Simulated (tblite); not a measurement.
Compound: C5H12ClFSi2.
SMILES with atom numbers: `[F:1][CH2:2]/[CH:3]=[CH:4]\[SiH2:5][C@H:6]([SiH3:7])[CH2:8][Cl:9]` (hydrogens: H10, H11 on C2; H12 on C3; H13 on C4; H14, H15 on Si5; H16 on C6; H17, H18, H19 on Si7; H20, H21 on C8)

Computed geometry: GFN2-xTB, gas phase.

Question: What internal coordinates does the optimisation give?

Answer: 
| bond | length (bohr) |
| --- | --- |
| F1–C2 | 2.593 |
| C2–C3 | 2.820 |
| C3=C4 | 2.502 |
| C4–Si5 | 3.563 |
| Si5–C6 | 3.614 |
| C6–Si7 | 3.612 |
| C6–C8 | 2.849 |
| C8–Cl9 | 3.382 |
| C2–H10 | 2.075 |
| C2–H11 | 2.074 |
| C3–H12 | 2.049 |
| C4–H13 | 2.045 |
| Si5–H14 | 2.767 |
| Si5–H15 | 2.774 |
| C6–H16 | 2.069 |
| Si7–H17, Si7–H18, Si7–H19 | 2.766 |
| C8–H20 | 2.059 |
| C8–H21 | 2.061 |

Bonds in one row agree within 0.02 bohr and their mean is given. A selection of angles:
| angle | degrees |
| --- | --- |
| F1–C2–C3 | 113.0 |
| F1–C2–H10 | 106.7 |
| F1–C2–H11 | 106.6 |
| C3–C2–H10 | 110.7 |
| C3–C2–H11 | 110.6 |
| H10–C2–H11 | 109.0 |
| C2–C3–C4 | 126.2 |
| C2–C3–H12 | 111.8 |
| C4–C3–H12 | 121.9 |
| C3–C4–Si5 | 126.4 |
| C3–C4–H13 | 116.8 |
| Si5–C4–H13 | 116.8 |
| C4–Si5–C6 | 105.4 |
| C4–Si5–H14 | 112.3 |
| C4–Si5–H15 | 110.6 |
| C6–Si5–H14 | 108.8 |
| C6–Si5–H15 | 108.6 |
| H14–Si5–H15 | 110.8 |
| Si5–C6–Si7 | 114.5 |
| Si5–C6–C8 | 108.4 |
| Si5–C6–H16 | 107.7 |
| Si7–C6–C8 | 110.8 |
| Si7–C6–H16 | 107.5 |
| C8–C6–H16 | 107.8 |
| C6–Si7–H17 | 108.9 |
| C6–Si7–H18 | 108.4 |
| C6–Si7–H19 | 110.8 |
| H17–Si7–H18 | 109.4 |
| H18–Si7–H19 | 110.7 |
| C6–C8–Cl9 | 111.9 |
| C6–C8–H20 | 111.4 |
| C6–C8–H21 | 112.4 |
| Cl9–C8–H20 | 105.8 |
| Cl9–C8–H21 | 105.9 |
| H20–C8–H21 | 109.1 |

Torsions: F1–C2–C3–C4 2° (synperiplanar); C2–C3–C4–Si5 0° (synperiplanar); C3–C4–Si5–C6 178° (antiperiplanar); C4–Si5–C6–Si7 -66° (synclinal); Si5–C6–C8–Cl9 179° (antiperiplanar).

The 3 C–Si bonds span 1.886 Å (C4–Si5, drawn single) to 1.912 Å (Si5–C6, drawn single), a spread of 0.026 Å. Of the pairs four or more bonds apart, F1···Si5 is among the closest relative to their van der Waals radii: 2.76 Å, 77 % of the sum of Bondi's values. Si7 (SiH3 silicon) is tetrahedral (angles from 108.4° to 110.8°). Si5 (SiH2 silicon) is distorted tetrahedral (angles from 105.4° to 112.3°). The C–C distances run from 1.324 Å (C3=C4, drawn double) to 1.507 Å (C6–C8, drawn single), a spread of 0.183 Å.

Point group: C1 (no symmetry element, even within 0.4 Å). Its GFN2-xTB frequencies are all real (lowest 34 cm⁻¹). One conformer, not necessarily the lowest. 3 starts were optimised and ended at 0.00, 0.54 and 1.89 kcal/mol (GFN2-xTB); the lowest of these is shown.

The run took 3.5 s on one thread of an Arm Neoverse N1 (shared host). This is the geometry optimisation.
